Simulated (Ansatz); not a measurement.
Reaction (SMILES): [GeH3] (GeH3) → Ge atom + 3 H atom
B3LYP-D3(BJ)/def2-TZVP geometries, fixed; electronic energies without zero-point terms.
Largest species:
```xyz
4

Ge    -0.0167    -0.0237    -0.0294
H      0.5517    -0.9452     1.0702
H     -1.1244     0.8871     0.5402
H      1.1063     0.8180    -0.6708
```
Charge 0, spin multiplicity 2.

Basis-set convergence of the atomisation energy at MP2 with Ansatz (a program for electronic structure). All functions are spherical. Cores are frozen (with 3d on Ga to Br). Open shells are unrestricted. No added dispersion term, no relativity. Functions are those of the species that has most. Reference: Hartree-Fock in aug-cc-pV5Z plus the correlation part extrapolated as X^-3 from aug-cc-pVQZ and aug-cc-pV5Z, 199.43 kcal/mol, itself unsure by roughly 0.23 kcal/mol (a third of the extrapolation step and of the last Hartree-Fock step). Deviations are taken from unrounded values.

```tsv
basis	functions	atomisation energy (kcal/mol)
cc-pVDZ	42	185.48
aug-cc-pVDZ	63	187.26
pcseg-1	42	184.93
aug-pcseg-1	63	186.81
def2-SVP	47	187.10
def2-SVPD	62	189.22
def2-TZVP	66	189.78
def2-TZVPD	81	190.78
cc-pVTZ	85	194.53
aug-cc-pVTZ	128	195.62
pcseg-2	85	194.20
aug-pcseg-2	128	194.72
def2-TZVPP	90	195.21
def2-TZVPPD	105	195.60
cc-pVQZ	158	197.61
aug-cc-pVQZ	231	198.11
pcseg-3	167	197.22
aug-pcseg-3	240	197.40
def2-QZVPP	179	197.68
def2-QZVPPD	194	197.75
cc-pV5Z	269	198.46
aug-cc-pV5Z	380	198.76
```

What the diffuse functions change, pair by pair:
- cc-pVDZ to aug-cc-pVDZ: 21 more functions, deviation -13.95 to -12.17 kcal/mol
- pcseg-1 to aug-pcseg-1: 21 more functions, deviation -14.50 to -12.62 kcal/mol
- def2-SVP to def2-SVPD: 15 more functions, deviation -12.33 to -10.21 kcal/mol
- def2-TZVP to def2-TZVPD: 15 more functions, deviation -9.65 to -8.65 kcal/mol
- cc-pVTZ to aug-cc-pVTZ: 43 more functions, deviation -4.90 to -3.81 kcal/mol
- pcseg-2 to aug-pcseg-2: 43 more functions, deviation -5.23 to -4.71 kcal/mol
- def2-TZVPP to def2-TZVPPD: 15 more functions, deviation -4.22 to -3.82 kcal/mol
- cc-pVQZ to aug-cc-pVQZ: 73 more functions, deviation -1.82 to -1.32 kcal/mol
- pcseg-3 to aug-pcseg-3: 73 more functions, deviation -2.20 to -2.03 kcal/mol
- def2-QZVPP to def2-QZVPPD: 15 more functions, deviation -1.74 to -1.68 kcal/mol
- cc-pV5Z to aug-cc-pV5Z: 111 more functions, deviation -0.97 to -0.67 kcal/mol

Leaving out the reference's own pair, they bring the value nearer the reference by more than 0.23 kcal/mol in 8 of 10 pairs.
